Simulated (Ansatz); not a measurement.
Be₂Te₃, relaxed as a singlet with RKS PBE0-D4/def2-SVP in Ansatz, starting from the GFN1-xTB geometry. Force threshold 0.02 eV/Å.

In the def2 sets Te takes a core potential; there is no spin–orbit coupling. The structure comes from a short search, and lower isomers may exist.

Start:

Cartesian coordinates in Å:
```
Be -1.215 0.509 0.589
Be 0.327 -1.077 -0.904
Te 2.205 0.105 -0.269
Te 0.634 1.707 1.279
Te -1.951 -1.243 -0.695
```

Estimate the energy that the relaxation releases and the steps that it takes.

14.5 kJ/mol, in 6 steps; 9 s on 4 threads of Arm Neoverse V2 on a shared host. No frequencies were taken in this run, so the end may be a saddle point.

Does the start keep its bonding and symmetry?

By distances, no bond broke or formed. The bond that changes most is Te3–Te4, from 2.73 to 2.81 Å (atoms count from 1). Point group C2v at the start, C2v at the end, both within 0.05 Å.

Predict the relaxed structure.


```xyz
5

Be   -1.115    0.448    0.530
Be    0.280   -0.981   -0.828
Te    2.204    0.058   -0.300
Te    0.580    1.717    1.291
Te   -1.949   -1.243   -0.694
```
Bond lengths (bridged metal pairs left out): 4 × Be–Te 2.25 Å; 1 × Te–Te 2.81 Å.
